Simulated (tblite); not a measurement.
Species: C8H13Al.
Bonds: C1–C2 (double), C2–Al3, Al3–C4, C4–C5, C5–C6, C6–C7, Al3–C8, C8–C9, C1–C9, C4–C7. Hydrogens: H10 on C1; H11 on C2; H12 on C4; H13, H14 on C5; H15, H16 on C6; H17, H18 on C7; H19, H20 on C8; H21, H22 on C9.

Computed with GFN2-xTB (tblite), gas phase: L-BFGS steps from a force-field or distance-geometry start until the largest atomic force falls under 0.01 eV/Å.

Step 21: E = -672.6036 eV
```
atom  x, y, z in Å  |  force x, y, z in eV/Å
C1      2.9834   -0.3216    0.5783    0.025  -0.088  -0.007
C2      2.1068   -1.3203    0.7417   -0.072   0.019   0.040
Al3     0.5314   -0.7711   -0.2941    0.075   0.046   0.037
C4     -1.4132   -1.1729   -0.0449    0.106   0.025  -0.043
C5     -2.4301   -0.4119   -0.9382    0.019  -0.019  -0.030
C6     -2.8000    0.4917    0.2420   -0.043   0.004   0.005
C7     -1.8008   -0.2360    1.1425   -0.006  -0.038   0.036
C8      1.3717    0.9180   -0.9838    0.030  -0.024   0.017
C9      2.8092    0.7914   -0.4303    0.020  -0.097   0.037
H10     3.9304   -0.2950    1.1137    0.031   0.048  -0.033
H11     2.3467   -2.1032    1.4580   -0.006   0.076  -0.045
H12    -1.7324   -2.2087    0.1399    0.023   0.100  -0.005
H13    -1.9888    0.1315   -1.7764    0.028  -0.016  -0.019
H14    -3.2478   -1.0255   -1.3139   -0.019   0.009  -0.015
H15    -3.8343    0.4017    0.5648   -0.081  -0.011   0.026
H16    -2.5799    1.5467    0.0906    0.029   0.022  -0.028
H17    -2.2373   -0.7358    2.0037   -0.057  -0.034   0.051
H18    -0.9870    0.4042    1.5001   -0.007  -0.010   0.024
H19     1.4255    1.1622   -2.0490   -0.104  -0.005   0.031
H20     0.8831    1.7801   -0.5071    0.026  -0.003  -0.055
H21     3.1552    1.7346    0.0107   -0.027  -0.095  -0.019
H22     3.4977    0.5546   -1.2492    0.011   0.090  -0.003
```

Step 22: E = -672.6068 eV
```
atom  x, y, z in Å  |  force x, y, z in eV/Å
C1      2.9913   -0.3232    0.5769   -0.007  -0.065  -0.015
C2      2.1092   -1.3161    0.7462   -0.038  -0.009   0.055
Al3     0.5315   -0.7664   -0.2820    0.039   0.030   0.013
C4     -1.4155   -1.1696   -0.0472    0.147  -0.040  -0.016
C5     -2.4321   -0.4104   -0.9379   -0.005  -0.010  -0.079
C6     -2.8025    0.4925    0.2422   -0.055   0.010   0.003
C7     -1.8050   -0.2395    1.1422   -0.029   0.020   0.078
C8      1.3726    0.9168   -0.9771    0.032   0.015  -0.013
C9      2.8137    0.7908   -0.4291   -0.006  -0.031  -0.004
H10     3.9404   -0.2971    1.1074    0.048   0.029  -0.026
H11     2.3497   -2.1034    1.4575   -0.001   0.081  -0.031
H12    -1.7343   -2.2051    0.1363    0.027   0.070  -0.012
H13    -1.9934    0.1292   -1.7783    0.057   0.032  -0.035
H14    -3.2480   -1.0231   -1.3175   -0.044  -0.014   0.009
H15    -3.8380    0.4014    0.5634   -0.058   0.007   0.020
H16    -2.5799    1.5480    0.0899    0.015  -0.015  -0.008
H17    -2.2419   -0.7400    2.0039   -0.056  -0.031   0.021
H18    -0.9919    0.3997    1.5022    0.004   0.006   0.034
H19     1.4191    1.1479   -2.0463   -0.085  -0.006   0.048
H20     0.8851    1.7866   -0.5112    0.060  -0.029  -0.052
H21     3.1588    1.7365    0.0095   -0.031  -0.128  -0.009
H22     3.5007    0.5592   -1.2519   -0.012   0.078   0.018
```

Step 23: E = -672.6097 eV
```
atom  x, y, z in Å  |  force x, y, z in eV/Å
C1      2.9986   -0.3258    0.5754   -0.021  -0.026  -0.024
C2      2.1107   -1.3123    0.7513    0.006  -0.020   0.055
Al3     0.5325   -0.7615   -0.2705   -0.006   0.015  -0.012
C4     -1.4156   -1.1669   -0.0496    0.119  -0.055   0.018
C5     -2.4338   -0.4094   -0.9387   -0.015   0.005  -0.086
C6     -2.8057    0.4929    0.2423   -0.045   0.002  -0.002
C7     -1.8094   -0.2427    1.1428   -0.042   0.060   0.081
C8      1.3740    0.9158   -0.9711    0.017   0.038  -0.037
C9      2.8174    0.7892   -0.4279   -0.028   0.023  -0.046
H10     3.9505   -0.2984    1.1006    0.045   0.001  -0.026
H11     2.3537   -2.1022    1.4568    0.002   0.053   0.008
H12    -1.7360   -2.2009    0.1327    0.037   0.027  -0.018
H13    -1.9965    0.1278   -1.7807    0.066   0.063  -0.037
H14    -3.2496   -1.0212   -1.3205   -0.043  -0.028   0.030
H15    -3.8426    0.4015    0.5626   -0.020   0.022   0.005
H16    -2.5797    1.5489    0.0892   -0.003  -0.053   0.012
H17    -2.2474   -0.7443    2.0046   -0.045  -0.024  -0.017
H18    -0.9963    0.3956    1.5047    0.001   0.016   0.044
H19     1.4121    1.1352   -2.0433   -0.058  -0.009   0.046
H20     0.8883    1.7926   -0.5160    0.079  -0.038  -0.034
H21     3.1615    1.7359    0.0084   -0.027  -0.123   0.019
H22     3.5031    0.5647   -1.2539   -0.018   0.052   0.021
```

Question: Estimate the geometry and energy of step 24. (The exact step hangs on the optimiser's Hessian estimate; all steps are aligned on step 23, rigid shifts and turns removed.)

Answer: E = -672.6120 eV, largest force 0.102 eV/Å
```
atom  x, y, z in Å  |  force x, y, z in eV/Å
C1      3.0049   -0.3281    0.5740   -0.017   0.011  -0.031
C2      2.1125   -1.3091    0.7567    0.035  -0.012   0.037
Al3     0.5334   -0.7569   -0.2601   -0.033   0.004  -0.027
C4     -1.4146   -1.1652   -0.0514    0.041  -0.023   0.040
C5     -2.4355   -0.4085   -0.9407   -0.006   0.014  -0.055
C6     -2.8093    0.4930    0.2421   -0.020  -0.015  -0.009
C7     -1.8141   -0.2447    1.1441   -0.037   0.062   0.046
C8      1.3755    0.9156   -0.9662   -0.005   0.031  -0.045
C9      2.8198    0.7879   -0.4273   -0.036   0.038  -0.063
H10     3.9606   -0.2996    1.0935    0.025  -0.022  -0.035
H11     2.3590   -2.1004    1.4567    0.004   0.014   0.053
H12    -1.7378   -2.1977    0.1291    0.048  -0.011  -0.018
H13    -1.9982    0.1280   -1.7835    0.055   0.068  -0.022
H14    -3.2524   -1.0199   -1.3225   -0.017  -0.028   0.040
H15    -3.8474    0.4023    0.5619    0.011   0.029  -0.011
H16    -2.5797    1.5487    0.0890   -0.018  -0.070   0.023
H17    -2.2537   -0.7484    2.0049   -0.032  -0.014  -0.046
H18    -1.0002    0.3922    1.5074   -0.016   0.021   0.053
H19     1.4057    1.1236   -2.0403   -0.031  -0.010   0.019
H20     0.8931    1.7982   -0.5211    0.078  -0.025  -0.008
H21     3.1637    1.7335    0.0081   -0.018  -0.085   0.053
H22     3.5044    0.5700   -1.2551   -0.011   0.024   0.004
```

The energy changes by -0.0023 eV. The first-order estimate −F·Δx gives -0.0032 eV and the mean of the old and new forces, exact on a quadratic surface, -0.0023 eV. The step makes an angle of 72° with the force vector and moves no atom by more than 0.014 Å.

What follows is the cost of the whole relaxation. On an Intel Xeon at 2.50 GHz with one thread, no GPU, shared host, this took 5.4 s wall, 4.6 s CPU.
